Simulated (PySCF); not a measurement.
BGeH6OP.
Atom-mapped SMILES: `[PH2:1][BH:2][O:3][GeH3:4]` (hydrogens: H5, H6 on P1; H7 on B2; H8, H9, H10 on Ge4)

Structure used (PBE0-D3(BJ)/def2-SVP), in Å, numbered top down from 1:
```xyz
10
BGeH6OP angstrom
P      1.876   -0.272    0.616
B      0.826    0.948   -0.461
O     -0.516    0.936   -0.543
Ge    -1.704   -0.190    0.218
H      2.943   -0.423   -0.314
H      1.218   -1.496    0.289
H      1.416    1.847   -1.027
H     -1.795   -1.434   -0.677
H     -1.195   -0.533    1.628
H     -3.016    0.599    0.248
```

Method used: PBE0-D3(BJ)/def2-SVP geometry optimisation, gas phase in PySCF 2.14.0.

Take the most abundant isotopes and a rigid rotor. The values belong to one conformer with, in the numbering `[PH2:1][BH:2][O:3][GeH3:4]`, H–P1–B2–O3 142° and 45°, P1–B2–O3–Ge4 -3°.

Question: What are A, B and C (GHz)?

Answer: Ia = 59.73, Ib = 334.56, Ic = 384.50 u·Å²; 505379 MHz·u·Å²/I gives 8461, 1511 and 1314 MHz, that is A = 8.4614, B = 1.5106, C = 1.3144 GHz.

Question: Classify the top.

Answer: A near-prolate asymmetric top. Ray's parameter κ = (2B − A − C)/(A − C) = -0.945; −1 is the prolate and +1 the oblate limit.

Question: What does the inertial defect say?

Answer: Not planar: Δ = Ic − Ia − Ib = -9.78 u·Å². For a rigid frame Δ = −2 Σ m c², so Σ m c² = 4.89 u·Å² lies off the ab plane: 4.77 from hydrogen and 0.12 from heavier atoms. The atom farthest from that plane is 1.45 Å away.

Question: Predict some low-J microwave lines.

Answer: The dipole components are |μa| = 1.78 D, |μb| = 1.11 D, |μc| = 0.72 D. Intensities carry the squares of the components, which stand as 1.00 : 0.39 : 0.16 (a : b : c). Some lines, for components of 0.1 D or more:

| type | branch | J(Ka,Kc) | MHz | lower level (cm⁻¹) |
| --- | --- | --- | --- | --- |
| a | R | 2(1,1) ← 1(1,0) | 5846 | 0.333 |
| c | Q | 2(1,2) ← 2(0,2) | 6759 | 0.283 |
| c | Q | 1(1,1) ← 1(0,1) | 6951 | 0.094 |
| b | Q | 1(1,0) ← 1(0,1) | 7147 | 0.094 |
| a | R | 3(1,3) ← 2(1,2) | 8178 | 0.508 |
| a | R | 3(2,2) ← 2(2,1) | 8475 | 1.223 |
| a | R | 3(1,2) ← 2(1,1) | 8767 | 0.528 |
| c | R | 1(1,0) ← 0(0,0) | 9972 | 0.000 |
| c | R | 2(1,1) ← 1(0,1) | 12993 | 0.094 |
| b | R | 3(1,3) ← 2(0,2) | 14937 | 0.283 |
| c | R | 3(1,2) ← 2(0,2) | 16114 | 0.283 |
| c | Q | 3(2,2) ← 3(1,2) | 20561 | 0.820 |
| b | Q | 3(2,1) ← 3(1,2) | 20581 | 0.820 |
| b | Q | 3(2,2) ← 3(1,3) | 21738 | 0.781 |
| b | R | 2(2,1) ← 1(1,0) | 26699 | 0.333 |
| b | R | 2(2,0) ← 1(1,1) | 26899 | 0.326 |
| b | R | 3(2,2) ← 2(1,1) | 29327 | 0.528 |
| c | R | 3(2,1) ← 2(1,1) | 29348 | 0.528 |
| b | R | 3(2,1) ← 2(1,2) | 29936 | 0.508 |
| c | Q | 3(3,1) ← 3(2,1) | 35227 | 1.507 |
| b | R | 3(3,1) ← 2(2,0) | 43718 | 1.223 |
| c | R | 3(3,0) ← 2(2,0) | 43718 | 1.223 |
| c | R | 3(3,1) ← 2(2,1) | 43722 | 1.223 |
| b | R | 3(3,0) ← 2(2,1) | 43722 | 1.223 |

Not checked by PBE0-D3(BJ)/def2-SVP frequencies. No vibrational averaging or centrifugal distortion is included, and the geometry carries the error of its method. A rigid rotor knows nothing of internal rotation, which can split or shift real lines. Quadrupole hyperfine structure (11B) is left out.

Hardware: an Arm Neoverse V1 with one thread, shared host. Cost: 31 s, 0.45 GiB resident at most. This is the geometry optimisation.
